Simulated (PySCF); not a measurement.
Species: C6H12FO (doublet state).
Z-matrix (Å and degrees, GFN2-xTB geometry), rows numbered from 1:
```
C 
O   1  1.4024
C   2  1.4172  1  116.92
C   3  1.5311  2  104.64  1  -172.59
C   3  1.5315  2  112.86  1   -53.21
C   3  1.5629  2  110.32  1    70.81
C   6  1.4742  3  114.77  2   -65.12
F   7  1.3568  6  116.83  3   133.68
H   1  1.0885  2  106.39  3  -163.75
H   1  1.0954  2  112.16  3    76.42
H   1  1.1065  2  109.77  3   -44.79
H   4  1.0862  3  109.63  2   -55.22
H   4  1.0861  3  110.82  2  -176.04
H   4  1.0865  3  109.61  2    63.43
H   5  1.0863  3  109.62  2  -172.64
H   5  1.0878  3  109.61  2   -53.47
H   5  1.0857  3  111.52  2    67.12
H   6  1.0915  3  107.87  2    55.57
H   6  1.0976  3  106.02  2   171.87
H   7  1.0783  6  123.83  3   -79.61
```

The hyperfine couplings belong to this conformer and change with its torsions.

The species is `O(C(C[CH]F)(C)C)C` [radical].

Theory: PySCF 2.14.0, UKS B3LYP, pcH-1 on C F H O, non-relativistic, mean-field spin-orbit, GIAO. The structure is a single GFN2-xTB conformer in the gas phase; no vibrational or solvent corrections. Couplings are sensitive to structure, and on GFN2-xTB geometries they can be far from those on DFT ones. The SCF solution wasn't tested for stability.

**Question.** Give the principal g shifts and their parts.

**Answer.** 
```tsv
Δg (ppm)	1	2	3
relativistic mass correction	-210	-210	-210
gauge correction	1	63	63
orbital Zeeman/spin–orbit	44	1965	2729
total	-165	1819	2582
```

So g = 2.00215, 2.00414, 2.00490 and g_iso = 2.00373; the tensor is rhombic: the two nearest values differ by 28 % of g3 − g1. Axes: g2 points within 9° of the C7–F8 bond.

**Question.** What are the electron Larmor frequencies g μB B/h along the three axes at 340 mT?

**Answer.** 9.5277, 9.5371, 9.5408 GHz for g1, g2 and g3, a range of 13.1 MHz.

**Question.** At 9.713 GHz, how far is the centre of the isotropic spectrum from where a free electron (g = 2.002319) resonates?

**Answer.** B = hν/(g μB) with μB/h = 13.99624 MHz/mT gives 346.58 mT for the free electron and 346.34 mT at g_iso, 0.24 mT lower.

**Question.** In a frozen sample, at which fields do the three g values resonate at 9.5, 34, 94 and 263 GHz (hyperfine left aside), and which band first spreads them over more than twice a line width of 1.0 mT?

**Answer.** 
| band | GHz | B(g3) mT | B(g2) mT | B(g1) mT | spread mT |
| --- | --- | --- | --- | --- | --- |
| X | 9.5 | 338.55 | 338.68 | 339.01 | 0.46 |
| Q | 34.0 | 1211.64 | 1212.10 | 1213.30 | 1.66 |
| W | 94.0 | 3349.83 | 3351.11 | 3354.43 | 4.60 |
| J | 263.0 | 9372.41 | 9375.98 | 9385.27 | 12.86 |

The spread grows in proportion to the frequency. W band is the first where it exceeds 2.0 mT.

The Mulliken spin populations are largest on C7 (+0.90), C6 (-0.07), F8 (+0.07) and H19 (+0.06). C7 is the only atom above +0.15. The positive populations add up to 1.13 and the negative ones to -0.13, together 2S = 1. The angles at C7 add up to 352.3°, so it is slightly pyramidal.

The HOMO–LUMO gaps are 6.24 eV among the α and 5.67 eV among the β orbitals.
